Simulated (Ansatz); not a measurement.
Program: Ansatz. Geometries: PBE0-D4/def2-TZVP. ΔE: electronic, gas phase. CCSD(T)/CBS is the MP2 limit (def2-TZVPP, def2-QZVPP) plus CCSD(T) − MP2 in def2-TZVPP, frozen cores. This one scheme is used for every species. Functionals use def2-TZVPP. B3LYP here is the variant with VWN-RPA as its local correlation; programs differ in this. For Ge outer-core shells are correlated without core-valence functions, which leaves a few kJ/mol of doubt a bond. Scalar relativity is left out up to krypton. Each species was taken in one conformer, which may not be the lowest.

Reaction (cleavage of the Si–Ge bond): `[GeH3][SiH2][GeH2][SiH2][GeH2][GeH3]` + `C=N` → `C=N[SiH2][GeH3]` + `[GeH3][SiH2][GeH2][GeH3]`

```
             level  ΔE (kJ/mol)  difference from CCSD(T)/CBS
            PBE-D4         12.4                          6.6
         r2SCAN-D4          1.3                         -4.5
          B3LYP-D4          0.9                         -4.9
           ωB97X-V          0.3                         -5.5
           ωB97M-V          0.2                         -5.6
              PBE0          0.7                         -5.1
     HF/def2-TZVPP        -29.0                        -34.8
   CCSD/def2-TZVPP          2.5                         -3.3
    MP2/def2-QZVPP          2.2                         -3.6
SCS-MP2/def2-QZVPP         -5.1                        -10.9
       CCSD(T)/CBS          5.8                            0
```

Largest T1 diagnostic among the species: 0.013.

In def2-TZVPP, CCSD(T) changes the Hartree–Fock value by +35.7 kJ/mol (the triples alone add +4.2 kJ/mol) and MP2 by +32.8 kJ/mol. The D4 term adds +17.2 kJ/mol with B3LYP and +10.6 kJ/mol with PBE0; it sums over pairs of atoms, weighted by their polarisabilities, and B3LYP, whose exchange is more repulsive, gets the larger term.
